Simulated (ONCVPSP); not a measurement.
**vanadium: variants of one ONCV potential**

Base potential:

| Item | Value |
| --- | --- |
| Element | vanadium (V) |
| Generator | ONCVPSP 4.0.1 |
| Type | optimised norm-conserving Vanderbilt (ONCV) |
| Functional | PBEsol |
| Relativity | scalar-relativistic |
| Frozen core | [Ne] |
| Valence charge | 13 |
| Reference configuration | 3s2 3p6 3d3 4s2 |
| Partial waves | 3s+4s: rc 1.40 bohr, ncon 3, nbas 7, qcut 9.3 1/bohr, 2 projectors; 3p: rc 1.05 bohr, ncon 5, nbas 8, qcut 7.7 1/bohr, 3 projectors, debl 0.9 Ha; 3d: rc 1.85 bohr, ncon 4, nbas 9, qcut 8.6 1/bohr, 1 projector |
| Local potential | polynomial inside 0.90 bohr (lpopt 1, dvloc0 4 Ha) |
| Core correction | Teter function, fcfact 2.75, rcfact 1.15 |

In the p channel the program set the typed energies aside and used -1.615, 0.250, 1.150 Ha.

All-electron outer shells of the reference configuration (PBEsol, scalar-relativistic, ld1.x):

```json
{"shell": "2p", "level (eV)": "-502.79", "outermost node (bohr)": "–", "outermost maximum (bohr)": "0.21"}
{"shell": "3s", "level (eV)": "-70.03", "outermost node (bohr)": "0.38", "outermost maximum (bohr)": "0.82"}
{"shell": "3p", "level (eV)": "-43.95", "outermost node (bohr)": "0.35", "outermost maximum (bohr)": "0.84"}
{"shell": "3d", "level (eV)": "-5.18", "outermost node (bohr)": "–", "outermost maximum (bohr)": "0.90"}
{"shell": "4s", "level (eV)": "-4.72", "outermost node (bohr)": "1.17", "outermost maximum (bohr)": "2.76"}
```

Cutoffs, loose and tight: the cutoffs (Ha) at which the residual kinetic energy of the hardest occupied pseudo-wave falls to 1 and 0.1 mHa per electron. They do not see the model core or the augmentation charge, which bear on the density cutoff. Test errors are all-electron minus pseudo excitation energies from the reference, over the configurations 3s2 3p6 3d3 4s1; 3s2 3p6 3d3 4s0; 3s2 3p6 3d2 4s0; 3s2 3p6 3d3 4s0 4p2. A dash means not determined; rows that change the core or the reference have their own tests.

A true bound ghost makes a file unfit for plane-wave use even where its test errors are small: the radial tests pick states by their node count and pass the ghost by.

```csv
change,outcome,"cutoff, loose","cutoff, tight",bound ghosts,GHOST(+) flags above zero,largest test error (meV)
base,"generated, projector energies reset by the program",68 Ha,157 Ha,p,none,+33
s: nbas 6,"generated, projector energies reset by the program",68 Ha,157 Ha,p,none,+33
"local potential polynomial inside 0.65 bohr (lpopt 5, dvloc0 0 Ha)","generated, projector energies reset by the program",68 Ha,157 Ha,p,s,+33
"d: ncon 3, nbas 8","generated, projector energies reset by the program",68 Ha,157 Ha,p,none,+36
d: qcut 8.9,"generated, projector energies reset by the program",68 Ha,157 Ha,p,none,+30
"core correction Teter function, fcfact 5.6, rcfact 1.15","generated, projector energies reset by the program",68 Ha,157 Ha,p,none,+33
```

Task: What comes out with this change to the base: all radii but the core radius scaled by about 0.80 (s 1.12, p 0.84, d 1.48 bohr); local potential polynomial inside 0.72 bohr (lpopt 1, dvloc0 4 Ha)?

Result: outcome: generated, projector energies reset by the program; cutoff, loose: 48 Ha; cutoff, tight: 157 Ha; bound ghosts: p; GHOST(+) flags above zero: s, p; largest test error (meV): +14.

Task: What comes out with this change to the base: d: qcut 13.1?

Result: outcome: generated, projector energies reset by the program; cutoff, loose: 68 Ha; cutoff, tight: 157 Ha; bound ghosts: p; GHOST(+) flags above zero: none; largest test error (meV): -5.8.

Task: What comes out with this change to the base: p: nproj 1?

Result: outcome: generated; cutoff, loose: 68 Ha; cutoff, tight: 157 Ha; bound ghosts: none; GHOST(+) flags above zero: none; largest test error (meV): +33.
